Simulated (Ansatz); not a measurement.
Born–Oppenheimer molecular dynamics of CH8BNO3 (14 atoms, charge 0, multiplicity 1). It starts from a rough guess of a transition structure, not a stationary point.

Level of theory: Ansatz 0.2.0, UKS PBE0/STO-3G.

| Property | Result |
| --- | --- |
| ensemble | NVE (velocity Verlet) |
| time step | 0.5 fs |
| steps asked | 150 |
| starting velocities drawn for | 600 K |
| seed | 544358 |

Frames 0.5 fs apart, positions in Å, forces in eV/Å.

Velocities at 0 fs (Å/ps):

```
B -6.72 -7.32 -3.37
N 1.47 4.13 5.22
C 0.03 -0.54 -13.30
O -0.91 3.08 -0.60
O 0.19 3.67 -0.25
H 22.64 -0.22 -7.57
O 3.95 -2.57 9.22
H -23.04 6.43 -27.10
H 36.95 12.46 -15.75
H 11.26 20.47 -4.28
H 10.31 -14.23 14.93
H -21.57 12.77 36.93
H -45.06 -39.79 -3.84
H 8.42 -36.67 -4.00
```

```xyz
14
Properties=species:S:1:pos:R:3:forces:R:3 time_fs=0 energy_less_start_eV=0.000 T=600
B -0.639 0.311 -0.745 3.49 0.36 0.50
N 0.404 0.281 0.728 0.25 0.53 -5.23
C 0.587 -0.939 1.484 0.02 -0.65 0.66
O -1.151 -0.891 -1.137 -3.07 1.30 -0.10
O -1.429 1.435 -0.725 2.40 1.43 1.34
H 1.196 0.575 -0.313 -1.20 0.02 -0.43
O 0.875 0.672 -1.548 -1.05 -4.40 3.54
H 0.193 1.069 1.323 -0.39 1.35 1.31
H 0.904 -1.732 0.806 0.12 -0.36 -0.19
H -0.340 -1.258 1.975 -0.25 -0.21 0.24
H 1.359 -0.809 2.249 0.27 -0.12 0.33
H -0.500 -1.583 -1.225 2.32 -1.98 -0.20
H -2.296 1.268 -1.090 -2.66 -0.81 -1.21
H 0.838 1.600 -1.782 -0.26 3.55 -0.57
14
Properties=species:S:1:pos:R:3:forces:R:3 time_fs=0.5 energy_less_start_eV=0.042 T=574
B -0.642 0.308 -0.747 3.68 0.60 0.69
N 0.404 0.283 0.730 0.34 0.41 -5.55
C 0.587 -0.939 1.477 0.66 -0.49 1.10
O -1.151 -0.889 -1.137 -3.50 1.55 -0.18
O -1.429 1.437 -0.725 0.68 1.10 0.59
H 1.206 0.575 -0.317 -1.34 0.07 -0.43
O 0.877 0.670 -1.543 -1.00 -5.15 3.68
H 0.181 1.074 1.311 -0.43 1.44 1.50
H 0.923 -1.726 0.798 -0.03 -0.33 -0.14
H -0.335 -1.248 1.973 -0.44 -0.41 0.26
H 1.364 -0.817 2.257 -0.07 -0.12 -0.05
H -0.508 -1.579 -1.207 2.69 -2.45 -0.20
H -2.322 1.247 -1.094 -0.98 -0.47 -0.48
H 0.842 1.586 -1.784 -0.27 4.28 -0.78
14
Properties=species:S:1:pos:R:3:forces:R:3 time_fs=1 energy_less_start_eV=0.047 T=571
B -0.644 0.304 -0.748 3.84 0.86 0.88
N 0.405 0.285 0.731 0.34 0.52 -5.60
C 0.587 -0.939 1.471 1.21 -0.39 1.47
O -1.152 -0.887 -1.137 -3.47 1.27 -0.32
O -1.428 1.440 -0.725 -0.90 0.72 -0.09
H 1.212 0.575 -0.323 -1.42 0.12 -0.41
O 0.878 0.668 -1.538 -0.98 -5.06 3.55
H 0.168 1.083 1.303 -0.39 1.27 1.48
H 0.941 -1.721 0.789 -0.19 -0.27 -0.07
H -0.330 -1.238 1.972 -0.59 -0.58 0.25
H 1.370 -0.824 2.264 -0.38 -0.11 -0.39
H -0.509 -1.581 -1.189 2.59 -2.41 -0.13
H -2.350 1.225 -1.098 0.58 -0.10 0.16
H 0.845 1.582 -1.789 -0.25 4.18 -0.78
14
Properties=species:S:1:pos:R:3:forces:R:3 time_fs=1.5 energy_less_start_eV=0.017 T=589
B -0.646 0.301 -0.750 3.96 1.14 1.08
N 0.406 0.287 0.731 0.24 0.85 -5.43
C 0.587 -0.940 1.465 1.63 -0.33 1.78
O -1.154 -0.885 -1.137 -3.02 0.47 -0.50
O -1.428 1.442 -0.725 -2.14 0.35 -0.61
H 1.216 0.575 -0.329 -1.43 0.17 -0.35
O 0.880 0.664 -1.532 -0.98 -4.18 3.14
H 0.154 1.094 1.298 -0.28 0.86 1.28
H 0.959 -1.717 0.781 -0.35 -0.20 0.02
H -0.327 -1.231 1.972 -0.67 -0.72 0.22
H 1.374 -0.832 2.271 -0.62 -0.08 -0.68
H -0.505 -1.588 -1.172 2.04 -1.87 -0.05
H -2.376 1.203 -1.102 1.82 0.26 0.65
H 0.848 1.588 -1.796 -0.20 3.29 -0.55
14
Properties=species:S:1:pos:R:3:forces:R:3 time_fs=2 energy_less_start_eV=-0.011 T=605
B -0.646 0.298 -0.751 4.03 1.45 1.28
N 0.407 0.290 0.731 0.07 1.31 -5.09
C 0.588 -0.941 1.459 1.90 -0.32 2.02
O -1.156 -0.883 -1.138 -2.30 -0.63 -0.66
O -1.428 1.444 -0.725 -2.99 -0.01 -0.98
H 1.215 0.576 -0.336 -1.38 0.24 -0.27
O 0.882 0.661 -1.526 -1.01 -2.82 2.52
H 0.139 1.107 1.296 -0.11 0.30 0.97
H 0.977 -1.713 0.772 -0.51 -0.12 0.12
H -0.326 -1.225 1.971 -0.66 -0.82 0.14
H 1.377 -0.840 2.276 -0.79 -0.04 -0.89
H -0.495 -1.601 -1.154 1.22 -1.02 0.01
H -2.399 1.181 -1.105 2.68 0.56 0.98
H 0.850 1.602 -1.803 -0.14 1.93 -0.15
14
Properties=species:S:1:pos:R:3:forces:R:3 time_fs=2.5 energy_less_start_eV=-0.003 T=601
B -0.646 0.295 -0.751 4.04 1.75 1.46
N 0.408 0.292 0.729 -0.16 1.79 -4.66
C 0.589 -0.941 1.454 1.99 -0.33 2.19
O -1.159 -0.881 -1.139 -1.49 -1.79 -0.76
O -1.429 1.446 -0.725 -3.50 -0.34 -1.21
H 1.212 0.577 -0.344 -1.27 0.29 -0.15
O 0.883 0.656 -1.519 -1.05 -1.33 1.80
H 0.124 1.121 1.297 0.10 -0.31 0.62
H 0.993 -1.710 0.764 -0.66 -0.04 0.21
H -0.326 -1.221 1.972 -0.58 -0.88 0.03
H 1.378 -0.848 2.279 -0.87 0.01 -1.02
H -0.483 -1.615 -1.137 0.32 -0.07 0.03
H -2.414 1.161 -1.105 3.21 0.80 1.17
H 0.852 1.621 -1.811 -0.08 0.45 0.29
14
Properties=species:S:1:pos:R:3:forces:R:3 time_fs=3 energy_less_start_eV=0.043 T=572
B -0.644 0.293 -0.752 4.00 2.04 1.64
N 0.409 0.295 0.727 -0.41 2.20 -4.18
C 0.591 -0.942 1.449 1.92 -0.35 2.29
O -1.162 -0.879 -1.139 -0.75 -2.82 -0.80
O -1.430 1.448 -0.725 -3.69 -0.64 -1.33
H 1.206 0.579 -0.352 -1.10 0.35 0.00
O 0.884 0.652 -1.512 -1.10 0.01 1.06
H 0.110 1.135 1.299 0.30 -0.88 0.27
H 1.007 -1.706 0.756 -0.78 0.02 0.28
H -0.328 -1.219 1.972 -0.43 -0.90 -0.12
H 1.377 -0.856 2.280 -0.88 0.08 -1.06
H -0.470 -1.630 -1.120 -0.49 0.78 0.01
H -2.423 1.142 -1.103 3.45 0.98 1.25
H 0.854 1.640 -1.819 -0.03 -0.87 0.71
14
Properties=species:S:1:pos:R:3:forces:R:3 time_fs=3.5 energy_less_start_eV=0.100 T=537
B -0.642 0.291 -0.752 3.89 2.28 1.78
N 0.409 0.299 0.724 -0.65 2.49 -3.70
C 0.592 -0.943 1.445 1.71 -0.36 2.31
O -1.165 -0.878 -1.140 -0.14 -3.60 -0.79
O -1.431 1.451 -0.726 -3.62 -0.89 -1.36
H 1.196 0.582 -0.360 -0.89 0.39 0.18
O 0.885 0.648 -1.504 -1.15 1.07 0.37
H 0.096 1.146 1.301 0.48 -1.35 -0.02
H 1.020 -1.703 0.749 -0.88 0.06 0.33
H -0.331 -1.220 1.972 -0.24 -0.88 -0.29
H 1.374 -0.864 2.278 -0.81 0.15 -1.03
H -0.458 -1.643 -1.102 -1.14 1.45 -0.05
H -2.423 1.127 -1.097 3.43 1.10 1.23
H 0.855 1.658 -1.824 0.00 -1.90 1.04
14
Properties=species:S:1:pos:R:3:forces:R:3 time_fs=4 energy_less_start_eV=0.132 T=518
B -0.639 0.290 -0.752 3.71 2.46 1.88
N 0.410 0.302 0.720 -0.86 2.62 -3.23
C 0.595 -0.943 1.441 1.38 -0.35 2.24
O -1.167 -0.877 -1.141 0.32 -4.08 -0.73
O -1.433 1.453 -0.727 -3.30 -1.09 -1.30
H 1.185 0.586 -0.368 -0.64 0.42 0.39
O 0.886 0.643 -1.497 -1.21 1.84 -0.26
H 0.083 1.154 1.304 0.63 -1.68 -0.25
H 1.030 -1.699 0.743 -0.95 0.07 0.36
H -0.334 -1.222 1.971 -0.03 -0.84 -0.46
H 1.369 -0.872 2.274 -0.66 0.23 -0.90
H -0.448 -1.652 -1.085 -1.60 1.89 -0.13
H -2.414 1.113 -1.089 3.18 1.13 1.13
H 0.857 1.671 -1.828 0.02 -2.62 1.27
14
Properties=species:S:1:pos:R:3:forces:R:3 time_fs=4.5 energy_less_start_eV=0.110 T=532
B -0.635 0.289 -0.751 3.48 2.58 1.93
N 0.411 0.307 0.716 -1.04 2.58 -2.79
C 0.597 -0.944 1.437 0.96 -0.31 2.07
O -1.170 -0.877 -1.142 0.64 -4.28 -0.63
O -1.436 1.454 -0.728 -2.69 -1.21 -1.14
H 1.172 0.591 -0.375 -0.36 0.44 0.62
O 0.886 0.639 -1.490 -1.26 2.32 -0.81
H 0.072 1.158 1.306 0.72 -1.87 -0.41
H 1.038 -1.695 0.738 -0.98 0.06 0.35
H -0.338 -1.227 1.969 0.18 -0.78 -0.62
H 1.362 -0.878 2.267 -0.45 0.31 -0.70
H -0.443 -1.657 -1.068 -1.87 2.12 -0.21
H -2.399 1.103 -1.077 2.65 1.08 0.93
H 0.858 1.678 -1.828 0.03 -3.04 1.40
14
Properties=species:S:1:pos:R:3:forces:R:3 time_fs=5 energy_less_start_eV=0.032 T=581
B -0.630 0.288 -0.750 3.18 2.64 1.94
N 0.411 0.311 0.711 -1.18 2.39 -2.37
C 0.600 -0.945 1.434 0.47 -0.24 1.80
O -1.173 -0.877 -1.143 0.83 -4.20 -0.51
O -1.439 1.456 -0.729 -1.78 -1.22 -0.89
H 1.159 0.597 -0.380 -0.07 0.44 0.85
O 0.887 0.636 -1.483 -1.31 2.54 -1.27
H 0.062 1.157 1.307 0.77 -1.90 -0.48
H 1.044 -1.691 0.733 -0.98 0.02 0.32
H -0.341 -1.233 1.966 0.37 -0.71 -0.75
H 1.354 -0.885 2.259 -0.18 0.39 -0.42
H -0.442 -1.657 -1.051 -1.97 2.15 -0.28
H -2.377 1.094 -1.064 1.83 0.90 0.63
H 0.860 1.677 -1.825 0.02 -3.19 1.43
14
Properties=species:S:1:pos:R:3:forces:R:3 time_fs=5.5 energy_less_start_eV=-0.085 T=655
B -0.625 0.289 -0.748 2.82 2.64 1.89
N 0.411 0.316 0.706 -1.26 2.03 -1.99
C 0.603 -0.946 1.431 -0.04 -0.14 1.44
O -1.176 -0.878 -1.144 0.90 -3.86 -0.38
O -1.442 1.458 -0.730 -0.54 -1.08 -0.52
H 1.145 0.603 -0.383 0.21 0.42 1.06
O 0.887 0.633 -1.476 -1.34 2.52 -1.61
H 0.054 1.152 1.307 0.75 -1.80 -0.46
H 1.048 -1.687 0.729 -0.95 -0.05 0.26
H -0.343 -1.241 1.961 0.52 -0.62 -0.85
H 1.346 -0.890 2.250 0.14 0.46 -0.08
H -0.445 -1.651 -1.035 -1.89 1.98 -0.34
H -2.350 1.089 -1.049 0.69 0.56 0.23
H 0.862 1.669 -1.818 0.00 -3.08 1.36
```

Of the whole run (75 fs, mean temperature of the second half 563 K): The conserved energy stayed within 0.36 meV per atom of its start (net change 0.097 meV per atom), so the integration is sound. A run of 0.075 ps of so small a system gives no equilibrium averages. The orbitals were unrestricted but ended closed-shell. Limits of this set-up: minimal basis.

Time of the run: 9.5 min on 1 thread of Arm Neoverse V2 (shared host), peak memory 0.15 GiB.
